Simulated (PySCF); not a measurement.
PySCF input for TaSCl₃, SMILES [S]=[Ta]([Cl])([Cl])[Cl], multiplicity 1, TDDFT-PBE/def2-SVPD. Geometry optimised at B3LYP-D3(BJ)/def2-SVP. The spin state was assumed, not searched. The structure was generated by enumeration; whether it is a known compound was not checked. The def2 effective core potentials stand for the cores of Ta; spin–orbit coupling is left out.

```python
import numpy as np
from pyscf import gto, scf, dft, tdscf

mol = gto.M(
    atom='''
    Ta    0.00000000   -0.00000000   -0.01024869
    S    -0.00000002   -0.00000001   -2.16380600
    Cl    1.89397347   -1.09348609    0.69351078
    Cl   -1.89397346   -1.09348608    0.69351081
    Cl    0.00000002    2.18697219    0.69351078
    ''',
    basis='def2-SVPD',
    ecp={'Ta': 'def2-svp'},
    charge=0,
    spin=0,
    symmetry=True,
    max_memory=1600,
    verbose=4,
)
mf = dft.RKS(mol, xc='pbe').density_fit(auxbasis='def2-universal-jkfit')
mf.grids.level = 3
mf.conv_tol = 1e-9
mf.max_cycle = 100
mf.kernel()
mf.grids = dft.Grids(mol).set(level=1).build(with_non0tab=True)  # coarser grid for the response kernel
td = tdscf.TDDFT(mf)
td.singlet = True
td.nstates = 10
td.conv_tol = 1e-4
td.positive_eig_threshold = 1e-6
td.kernel(x0=td.get_init_guess(mf, 15))
td.analyze()
tt = tdscf.TDA(mf)
tt.singlet = False
tt.nstates = 4
tt.conv_tol = 1e-4
tt.positive_eig_threshold = 1e-6
tt.kernel(x0=tt.get_init_guess(mf, 9))
tt.analyze(verbose=3)
```

It prints:

```
PySCF version 2.14.0

[INPUT] verbose = 4
[INPUT] num. atoms = 5
[INPUT] num. electrons = 80
[INPUT] charge = 0
[INPUT] spin (= nelec alpha-beta = 2S) = 0
[INPUT] symmetry True subgroup None
[INPUT] Mole.unit = angstrom
[INPUT] Symbol           X                Y                Z      unit          X                Y                Z       unit  Magmom
[INPUT]  1 Ta     0.000000000000   0.000000000000  -0.010248690000 AA    0.000000000000   0.000000000000  -0.019367217236 Bohr   0.0
[INPUT]  2 S     -0.000000020000  -0.000000010000  -2.163806000000 AA   -0.000000037795  -0.000000018897  -4.089000726691 Bohr   0.0
[INPUT]  3 Cl     1.893973470000  -1.093486090000   0.693510780000 AA    3.579091145492  -2.066389231122   1.310545438633 Bohr   0.0
[INPUT]  4 Cl    -1.893973460000  -1.093486080000   0.693510810000 AA   -3.579091126595  -2.066389212224   1.310545495325 Bohr   0.0
[INPUT]  5 Cl     0.000000020000   2.186972190000   0.693510780000 AA    0.000000037795   4.132778481140   1.310545438633 Bohr   0.0

nuclear repulsion = 444.949520235187
point group symmetry = C3v, use subgroup Cs
symmetry origin: [ 2.56462827e-09  2.42964800e-09 -1.07984341e-09]
symmetry axis x: [8.66025403e-01 5.00000001e-01 3.62462467e-09]
symmetry axis y: [-3.56154998e-09 -1.08046381e-09  1.00000000e+00]
symmetry axis z: [ 5.00000001e-01 -8.66025403e-01  8.45065885e-10]
num. orbitals of irrep A' = 89
num. orbitals of irrep A" = 54
number of shells = 57
number of NR pGTOs = 240
number of NR cGTOs = 143
basis = def2-SVPD
ecp = {'Ta': 'def2-svp'}


[settings echo left out]
init E= -1822.29412371953
HOMO (A') = -0.487332571082583  LUMO (A") = -0.415944328986566  gap/eV = 1.94257
cycle= 1 E= -1833.07415106149  delta_E= -10.8  |g|= 2.68  |ddm|= 8.82
HOMO (A') = -0.16325701590479  LUMO (A') = -0.0215103898385504  gap/eV = 3.85712
cycle= 2 E= -1829.86938527022  delta_E=  3.2  |g|= 3.74  |ddm|= 6.07
HOMO (A') = -0.267098865334718  LUMO (A") = -0.11618046607069  gap/eV = 4.10670
cycle= 3 E= -1834.78569249695  delta_E= -4.92  |g|= 0.445  |ddm|= 4.35
HOMO (A") = -0.263264446849651  LUMO (A') = -0.154434694549673  gap/eV = 2.96141
cycle= 4 E= -1834.81573094061  delta_E= -0.03  |g|= 0.336  |ddm|= 1.15
HOMO (A') = -0.275429933351028  LUMO (A') = -0.151487935457976  gap/eV = 3.37263
cycle= 5 E= -1834.84497793559  delta_E= -0.0292  |g|= 0.0526  |ddm|=  0.4
HOMO (A") = -0.268909411617994  LUMO (A") = -0.144217630886983  gap/eV = 3.39304
cycle= 6 E= -1834.84569092578  delta_E= -0.000713  |g|= 0.0118  |ddm|= 0.102
HOMO (A') = -0.267676968976778  LUMO (A') = -0.143615237254421  gap/eV = 3.37589
cycle= 7 E= -1834.84566222921  delta_E= 2.87e-05  |g|= 0.0138  |ddm|= 0.0271
HOMO (A') = -0.268543162845908  LUMO (A') = -0.143578368017973  gap/eV = 3.40047
cycle= 8 E= -1834.84573030841  delta_E= -6.81e-05  |g|= 0.00255  |ddm|= 0.0201
HOMO (A') = -0.268468324812795  LUMO (A') = -0.143610304870816  gap/eV = 3.39756
cycle= 9 E= -1834.84573202564  delta_E= -1.72e-06  |g|= 0.000589  |ddm|= 0.00288
HOMO (A') = -0.268475020384368  LUMO (A') = -0.143639988764943  gap/eV = 3.39693
cycle= 10 E= -1834.84573212459  delta_E= -9.9e-08  |g|= 4.64e-05  |ddm|= 0.000613
HOMO (A") = -0.26847911100521  LUMO (A') = -0.143642074421025  gap/eV = 3.39699
cycle= 11 E= -1834.84573212537  delta_E= -7.78e-10  |g|= 9.21e-06  |ddm|= 6.87e-05
HOMO (A') = -0.268479638442241  LUMO (A') = -0.143640264161309  gap/eV = 3.39705
Extra cycle  E= -1834.84573212496  delta_E= 4.04e-10  |g|= 3.76e-05  |ddm|= 4.86e-05
converged SCF energy = -1834.84573212496
tot grids = 34144
Overwritten attributes  positive_eig_threshold  of <class 'pyscf.tdscf.rks.CasidaTDDFT'>


******** <class 'pyscf.tdscf.rks.CasidaTDDFT'> for <class 'pyscf.df.df_jk.DFSymAdaptedRKS'> ********
nstates = 10 singlet
deg_eia_thresh = 1.000e-03
wfnsym = None
conv_tol = 0.0001
eigh lindep = 1e-12
eigh level_shift = 0
eigh max_cycle = 100


Excitation energies (eV)
[3.40245004 3.53394408 3.53394473 3.61652884 4.38347261 4.38349092
 4.48440876 4.68317866 4.68319485 4.83945505]

** Singlet excitation energies and oscillator strengths **
Excited State   1:  ???      3.40245 eV    364.40 nm  f=0.0000
      39 -> 41        0.49991
      40 -> 42       -0.49988
Excited State   2:  ???      3.53394 eV    350.84 nm  f=0.0032
      39 -> 42       -0.49740
      40 -> 41        0.49744
Excited State   3:  ???      3.53394 eV    350.84 nm  f=0.0032
      39 -> 41        0.49740
      40 -> 42        0.49744
Excited State   4:  ???      3.61653 eV    342.83 nm  f=0.0117
      39 -> 42        0.46656
      39 -> 44       -0.17420
      40 -> 41        0.46652
      40 -> 43       -0.17421
Excited State   5:  ???      4.38347 eV    282.84 nm  f=0.0000
      38 -> 41       -0.68655
      39 -> 44       -0.11035
      40 -> 43        0.11035
Excited State   6:  ???      4.38349 eV    282.84 nm  f=0.0000
      38 -> 42        0.68655
      39 -> 43        0.11031
      40 -> 44        0.11034
Excited State   7:  ???      4.48441 eV    276.48 nm  f=0.0000
      39 -> 43       -0.49989
      40 -> 44        0.49988
Excited State   8:  ???      4.68318 eV    264.74 nm  f=0.0009
      37 -> 42        0.11400
      38 -> 41       -0.14850
      39 -> 44        0.47856
      40 -> 43       -0.47857
Excited State   9:  ???      4.68319 eV    264.74 nm  f=0.0009
      37 -> 41        0.11405
      38 -> 42        0.14846
      39 -> 43       -0.47856
      40 -> 44       -0.47856
Excited State  10:  ???      4.83946 eV    256.19 nm  f=0.0004
      37 -> 41       -0.29604
      39 -> 45        0.63338

** Transition electric dipole moments (AU) **
state          X           Y           Z        Dip. S.      Osc.
  1        -0.0000     -0.0000     -0.0000      0.0000      0.0000
  2         0.1654      0.0955     -0.0000      0.0365      0.0032
  3         0.0955     -0.1654      0.0000      0.0365      0.0032
  4         0.0000      0.0000     -0.3640      0.1325      0.0117
  5         0.0053      0.0031     -0.0000      0.0000      0.0000
  6         0.0031     -0.0053      0.0000      0.0000      0.0000
  7        -0.0000     -0.0000      0.0000      0.0000      0.0000
  8        -0.0778     -0.0449      0.0000      0.0081      0.0009
  9        -0.0449      0.0778      0.0000      0.0081      0.0009
 10         0.0297     -0.0514     -0.0000      0.0035      0.0004

WARN: ECP detected. Skipping calculation of transition velocity and magnetic dipole moments, which have not yet been implemented.

Overwritten attributes  positive_eig_threshold  of <class 'pyscf.tdscf.rks.TDA'>


******** <class 'pyscf.tdscf.rks.TDA'> for <class 'pyscf.df.df_jk.DFSymAdaptedRKS'> ********
nstates = 4 triplet
deg_eia_thresh = 1.000e-03
wfnsym = None
conv_tol = 0.0001
eigh lindep = 1e-12
eigh level_shift = 0
eigh max_cycle = 100


Excitation energies (eV)
[3.08363299 3.21182428 3.21186303 3.32652086]

** Triplet excitation energies and oscillator strengths **
Excited State   1:  ???      3.08363 eV    402.07 nm  f=0.0000
Excited State   2:  ???      3.21182 eV    386.02 nm  f=0.0000
Excited State   3:  ???      3.21186 eV    386.02 nm  f=0.0000
Excited State   4:  ???      3.32652 eV    372.71 nm  f=0.0000
```

The calculation finished and met its thresholds.
